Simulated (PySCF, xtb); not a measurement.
In(Br)(Me)(OH) (CH₄BrInO), SMILES [CH3][In]([Br])[OH].

xtb with GFN2-xTB at its own geometry gives an orbital gap of 3.14 eV and a dipole moment of 4.55 D.

Coordinates come from a r2SCAN-D4/def2-SVP optimisation. The structure was generated by enumeration; whether it is a known compound was not checked. The def2 effective core potentials stand for the cores of In; spin–orbit coupling is left out. The values are those of a single conformer.

**Question.** What does PBE/def2-TZVP run with PySCF give? (The exact figures need the calculation; the answer reports its results.)

**Answer.** gap 4.36 eV (levels -6.71 and -2.35 eV), dipole 2.20 D.
